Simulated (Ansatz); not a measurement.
Geometry optimisation, Ansatz 0.2.0, UKS BHLYP/STO-3G.

The input (input.yaml):

```yaml
crystal:
  periodic: [false, false, false]
  atoms:
    - { symbol: C, position_ang: [-1.5012, -0.8341, 0.1921] }
    - { symbol: Si, position_ang: [0.1221, -0.0631, 0.5598] }
    - { symbol: C, position_ang: [1.4109, -1.0153, -0.365] }
    - { symbol: Al, position_ang: [0.2417, 2.2025, -0.1419] }
    - { symbol: Cl, position_ang: [-1.6205, 3.0727, -1.1001] }
    - { symbol: H, position_ang: [-2.3322, -0.2021, 0.7194] }
    - { symbol: H, position_ang: [-1.5469, -1.8472, 0.5094] }
    - { symbol: H, position_ang: [-1.6995, -0.7152, -0.9182] }
    - { symbol: H, position_ang: [0.381, -0.1168, 2.0494] }
    - { symbol: H, position_ang: [1.2546, -0.9601, -1.419] }
    - { symbol: H, position_ang: [1.4124, -2.0765, -0.004] }
    - { symbol: H, position_ang: [2.4578, -0.5724, -0.1102] }
    - { symbol: H, position_ang: [1.4401, 3.0928, 0.0433] }
magnetization:
  spin_polarized: true
basis:
  gaussian: { orbitals: STO-3G }
hamiltonian:
  xc: { name: BHLYP }
relax:
  f_tol: 0.02
  max_steps: 40
```

Command:

```bash
$ ansatz run input.yaml --threads 1 --pin off --max-ram 2048MiB --backend cpu --events-out ev --progress --plain --runs-dir out
```

Task: Where does it end, and by what steps?

Result: The run converged. Limits of this set-up: minimal basis. After 4 steps the energy has fallen by 0.878 eV; Cl5 moved furthest, 0.18 Å.

```json
{"step": "0", "energy less start (eV)": "0.0000", "largest force component (eV/Å)": "3.415", "accepted": "yes"}
{"step": "1", "energy less start (eV)": "-0.8455", "largest force component (eV/Å)": "0.914", "accepted": "yes"}
{"step": "2", "energy less start (eV)": "-0.8757", "largest force component (eV/Å)": "0.128", "accepted": "yes"}
{"step": "3", "energy less start (eV)": "-0.8777", "largest force component (eV/Å)": "0.039", "accepted": "yes"}
{"step": "4", "energy less start (eV)": "-0.8779", "largest force component (eV/Å)": "0.017", "accepted": "yes"}
```

```xyz
13
Properties=species:S:1:pos:R:3
C -1.540 -0.789 0.187
Si 0.122 0.005 0.520
C 1.449 -1.009 -0.333
Al 0.217 2.208 -0.116
Cl -1.466 3.058 -1.009
H -2.342 -0.269 0.706
H -1.553 -1.826 0.518
H -1.782 -0.782 -0.874
H 0.368 -0.098 1.932
H 1.322 -1.014 -1.414
H 1.422 -2.044 0.000
H 2.446 -0.625 -0.122
H 1.357 3.150 0.021
```

Whether the end is a true minimum wasn't checked by a vibrational analysis.

The run took 11 s on 1 thread of AMD EPYC 9R45 96-Core Processor (Zen 5) (shared host), peak memory 0.19 GiB.
